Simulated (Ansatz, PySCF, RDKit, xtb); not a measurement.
Noncovalent pair: H2S (SMILES S) (first 3 atoms) with CH3F (SMILES CF); geometry from B3LYP-D3(BJ)/def2-TZVP.
(charge 0, multiplicity 1):
```xyz
8

S     -1.0186     0.1760    -0.2156
H      0.0616     0.8485    -0.6436
H     -0.3010    -0.5372     0.6693
C     -0.0168     0.3177     3.5078
F      0.5216    -0.7439     2.7775
H      0.8041     0.8919     3.9374
H     -0.6048     0.9376     2.8311
H     -0.6477    -0.0913     4.2969
```

Counterpoise-corrected where a basis set is named; no monomer relaxation. Rows marked so take none.

Rows in 3-21G carry no dispersion term and start afresh at each structure.

The values were computed with Ansatz (an electronic-structure program); PySCF for 3-21G rows, the dispersion terms; RDKit for the force fields; xtb for the GFN methods. Values without a source in brackets are computed.

Task: One of these levels gives -10.4 kJ/mol for the interaction energy. Which?
(A) B3LYP/3-21G (no counterpoise)
(B) PBE-D3(BJ)/def2-TZVPPD
(C) MMFF94
(D) GFN-FF

Result: B, PBE-D3(BJ)/def2-TZVPPD. The others give -6.0 (MMFF94), -8.4 (GFN-FF), -25.6 (B3LYP/3-21G (no counterpoise))
